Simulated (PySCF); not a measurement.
Sb(Cl)(TeH)2 (ClH₂SbTe₂), SMILES [Cl][Sb]([TeH])[TeH].

The structure is a stationary point at B3LYP-D3(BJ)/def2-SVP. The geometry has at least one imaginary mode, so it is a saddle point at that level. The def2 effective core potentials stand for the cores of Sb, Te; spin–orbit coupling is left out.

These are HF/def2-TZVP run with PySCF values and carry that method's errors.

Symmetry labels are those of the subgroup Cs that the program uses (full group Cs).

**Question.** List the valence orbital energies around the gap with their symmetry. (An estimate is asked for; the answer gives what the named calculation found.)

**Answer.** 
| orbital | symmetry | energy (eV) |
|---|---|---|
| HOMO−7 | A' | -12.85 |
| HOMO−6 | A" | -12.84 |
| HOMO−5 | A" | -12.65 |
| HOMO−4 | A' | -12.49 |
| HOMO−3 | A" | -10.51 |
| HOMO−2 | A' | -9.68 |
| HOMO−1 | A' | -9.11 |
| HOMO | A" | -8.93 |
| LUMO | A" | 0.60 |
| LUMO+1 | A' | 0.73 |
| LUMO+2 | A' | 1.27 |
| LUMO+3 | A' | 2.00 |
